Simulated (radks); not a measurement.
Spherical jellium clusters: N electrons in a uniform positive sphere of charge N and radius rs N^(1/3), rs = 4.11 bohr. Calculated with a radial shooting solver with Libxc functionals: non-relativistic Kohn-Sham, LDA (Slater exchange, Perdew-Wang correlation), spin-polarised, spherical densities. Levels are named by radial order and angular momentum (1s, 1p, 1d, 2s, ...), and open shells are averaged over m.

N = 20, configuration 1s2 1p6 1d10 2s2. This is the lowest configuration that the search found. Occupied and some empty levels:

level,occupation,eigenvalue (eV),<r> (bohr)
1s,2,-4.8323,7.201
1p,6,-4.1554,8.306
1d,10,-3.2534,9.146
2s,2,-2.6567,7.533
1f,0,-2.1846,9.930
2p,0,-1.5220,9.523
1g,0,-1.0052,10.82

Energy (eV): total -37.7745, kinetic 32.050, external -1156.2, Hartree 571.92, exchange-correlation -70.886, background 585.39. Static polarisability (adiabatic kernel): 1876 bohr^3, against R^3 = 1389 for a classical metal sphere.

Electron density:

r (bohr),n(r) (e/bohr^3)
0.805,0.004705
2.15,0.004148
3.50,0.003537
4.84,0.003359
6.19,0.003661
7.53,0.003889
8.88,0.003351
10.2,0.002080
11.6,0.0008982
12.9,0.0003031
14.3,0.00008817
15.6,0.00002391
16.9,6.141e-06
